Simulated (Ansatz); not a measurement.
Input file for Ansatz (an electronic-structure program): R-B3LYP-D3(BJ)/def2-TZVP on HI (SMILES I). Elements past Kr take the def2 small-core potentials; no spin–orbit coupling.

Ansatz 0.2 input:
```yaml
crystal:
  periodic: [false, false, false]
  atoms:
    - {symbol: I, position_ang: [0.78620000, 0.00000000, 0.00000000]}
    - {symbol: H, position_ang: [-0.78620000, 0.00000000, 0.00000000]}
basis:
  gaussian:
    orbitals: def2-TZVP
hamiltonian:
  xc: b3lyp
  dispersion: d3bj
relax: {f_tol: 0.004, max_steps: 120}
scf: {lower_state_search: off}
```

Output:

```
WARN ansatz: RAYON_NUM_THREADS=4 ignored (pool sized by the plan → 4); use --threads N
Functional definition: B3LYP
these checks for a lower state are left out or cut short: stability, starts, cluster_reference, orbital_swaps, neighbouring_geometries, increment
integrals: 0.01 GiB planned
455 factors; their error is unknown
mean field: 0.19 GiB planned
mean field evaluation 1: about -8119.6959 eV, gradient 5.0e0 eV
mean field evaluation 2: about -8119.7259 eV, gradient 5.2e0 eV
mean field evaluation 4: about -8119.7678 eV, gradient 3.5e-1 eV
mean field evaluation 8: about -8119.9992 eV, gradient 2.6e-2 eV
mean field evaluation 16: about -8119.9992 eV, gradient 4.5e-6 eV
mean field -8119.99924210 eV, -298.4044682139 hartree, gradient 4.5e-6 eV, S^2 0.000000; 0 other end points of the search recorded, 0 dependent functions left out
the calculation of the forces begins
reference -8119.99940852 eV, -298.4044743297 hartree; 13, 13 occupied and 43, 43 virtual orbitals, 455 factors
relax step   1: F+E_penalty+E_count = -8120.02335578 eV  Δ(F+E_penalty+E_count) = +0.000e0 eV  max|allowed force component| = 9.259e-1 eV/Å  Δτ_max = 0.0000 Å  (13 SCF iters, accepted)
these checks for a lower state are left out or cut short: stability, starts, cluster_reference, orbital_swaps, neighbouring_geometries, increment
integrals: 0.01 GiB planned
455 factors; their error is unknown
mean field: 0.19 GiB planned
mean field -8120.01715803 eV, -298.4051266124 hartree, gradient 4.4e-7 eV, S^2 0.000000; 0 other end points of the search recorded, 0 dependent functions left out
the calculation of the forces begins
reference -8120.01732563 eV, -298.4051327715 hartree; 13, 13 occupied and 43, 43 virtual orbitals, 455 factors
relax step   2: F+E_penalty+E_count = -8120.04125248 eV  Δ(F+E_penalty+E_count) = -1.790e-2 eV  max|allowed force component| = 2.279e-1 eV/Å  Δτ_max = 0.0276 Å  (20 SCF iters, accepted)
these checks for a lower state are left out or cut short: stability, starts, cluster_reference, orbital_swaps, neighbouring_geometries, increment
integrals: 0.01 GiB planned
455 factors; their error is unknown
mean field: 0.19 GiB planned
mean field evaluation 32: about -8120.0185 eV, gradient 4.4e-7 eV
mean field -8120.01853794 eV, -298.4051773230 hartree, gradient 4.4e-7 eV, S^2 0.000000; 0 other end points of the search recorded, 0 dependent functions left out
the calculation of the forces begins
reference -8120.01870532 eV, -298.4051834742 hartree; 13, 13 occupied and 43, 43 virtual orbitals, 455 factors
relax step   3: F+E_penalty+E_count = -8120.04263685 eV  Δ(F+E_penalty+E_count) = -1.384e-3 eV  max|allowed force component| = 6.867e-3 eV/Å  Δτ_max = 0.0062 Å  (20 SCF iters, accepted)
these checks for a lower state are left out or cut short: stability, starts, cluster_reference, orbital_swaps, neighbouring_geometries, increment
integrals: 0.01 GiB planned
455 factors; their error is unknown
mean field: 0.19 GiB planned
mean field -8120.01853928 eV, -298.4051773721 hartree, gradient 4.4e-7 eV, S^2 0.000000; 0 other end points of the search recorded, 0 dependent functions left out
the calculation of the forces begins
reference -8120.01870667 eV, -298.4051835236 hartree; 13, 13 occupied and 43, 43 virtual orbitals, 455 factors
relax step   4: F+E_penalty+E_count = -8120.04263806 eV  Δ(F+E_penalty+E_count) = -1.211e-6 eV  max|allowed force component| = 2.060e-7 eV/Å  Δτ_max = 0.0002 Å  (20 SCF iters, accepted)
Total energy: -8120.04280545 eV, -298.4060691375 hartree
Atom 0 at     0.807730     0.000000     0.000000 Å, force    -0.000000     0.000000     0.000000 eV/Å
Atom 1 at    -0.807730    -0.000000    -0.000000 Å, force     0.000000    -0.000000    -0.000000 eV/Å
Dipole moment:    -0.096136     0.000000    -0.000000 e Å
Checks for a lower state left out: stability, starts, cluster_reference, orbital_swaps, neighbouring_geometries, increment
```

The run converged.

Cost: about 1.4 core-seconds (a rough figure).
